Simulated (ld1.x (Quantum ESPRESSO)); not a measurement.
What one change does to a pseudopotential (Ba (Z = 56), RRKJ)

Ba (Z = 56), norm-conserving RRKJ (Kleinman–Bylander form), made with ld1.x (Quantum ESPRESSO) 7.5 (PBE, scalar-relativistic). Core [Kr] 4d10, reference 5s2 5p6 5d0 6s1.5 6p0 (charge +0.5). Waves: 5p (bound): rc 2.75 bohr; 5d (bound, empty): rc 2.60 bohr; 5s (bound): rc 1.55 bohr. Local part: the s channel. Core correction: none. rho0 = 0.02.

Occupied shells without a wave of their own: 6s. They enter only through the test configuration that unscreens the potential.

All-electron outer shells of the reference configuration (PBE, scalar-relativistic, ld1.x):

```json
{"shell": "4d", "level (eV)": "-92.40", "outermost node (bohr)": "0.32", "outermost maximum (bohr)": "0.70"}
{"shell": "5s", "level (eV)": "-36.37", "outermost node (bohr)": "0.80", "outermost maximum (bohr)": "1.47"}
{"shell": "5p", "level (eV)": "-21.42", "outermost node (bohr)": "0.86", "outermost maximum (bohr)": "1.67"}
{"shell": "6s", "level (eV)": "-5.34", "outermost node (bohr)": "1.96", "outermost maximum (bohr)": "4.00"}
{"shell": "5d", "level (eV)": "-4.43", "outermost node (bohr)": "1.00", "outermost maximum (bohr)": "2.43"}
{"shell": "6p", "level (eV)": "-3.05", "outermost node (bohr)": "2.34", "outermost maximum (bohr)": "5.08"}
```

Change: core [Kr] 4d10 5s2, valence charge 8; reference 5p6 5d0 6s2 6p0; waves now 5p (bound): rc 2.95 bohr; 5d (bound): rc 3.50 bohr; 6s (bound): rc 4.20 bohr; core correction Bessel-smoothed model core inside 1.90 bohr.

Cutoffs: the cutoffs (Ry, on a coarse ladder) from which the occupation-weighted sum of valence levels, in a spherical-Bessel basis at the reference potential, stays within 10 and 1 mRy of its value at 400 Ry; they do not see the model core or the augmentation charge, which bear on the density cutoff. Errors are all-electron minus pseudo energies relative to the spin-unpolarised reference configuration.

Task: What does the change do?

Result: The potential gets softer (40 Ry and 80 Ry → 10 Ry and 15 Ry); neither file shows a bound ghost. The shells moved into the core no longer need plane waves of their own. Several settings change at once here, so the effects cannot be laid on one of them.

```tsv
quantity	base	changed
cutoff, loose	40 Ry	10 Ry
cutoff, tight	80 Ry	15 Ry
loose cutoff by channel (10 mRy a level)	p 8 Ry, s 35 Ry	p 8 Ry, s 6 Ry
bound ghosts	none	none
largest error over its own tests, meV	-92	-644
```
